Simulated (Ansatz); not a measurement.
Basis-set extrapolation for `O[SiH]1[NH][Al]1[Cl]` (PBE0-D4/def2-TZVP geometry, frozen core, Ansatz 0.2.0). Multiplicity 1, RHF reference.

```
                       def2-TZVPP    def2-QZVPP
                 HF  -1121.638770  -1121.673918
    MP2 correlation     -0.821455     -0.890668
CCSD(T) correlation     -0.892442       not run
```

Energies in hartree. Use E(X) = E(∞) + A·exp(−7.88·√X) for Hartree–Fock and E(X) = E(∞) + B·X^(−2.97) for correlation, with X = 3 and 4, and add CCSD(T) minus MP2 of the smaller set to the MP2 limit.

Problem. What is the CCSD(T) energy at the basis-set limit?

Solution. HF limit: -1121.673918 + (-0.035148) × 0.13774 = -1121.67876. MP2 limit: -0.890668 + (-0.069213) × 0.74074 = -0.94194. Higher-order term: -0.892442 − (-0.821455) = -0.07099. Total: -1122.69169 hartree, 421.3 kJ/mol below CCSD(T)/def2-TZVPP.
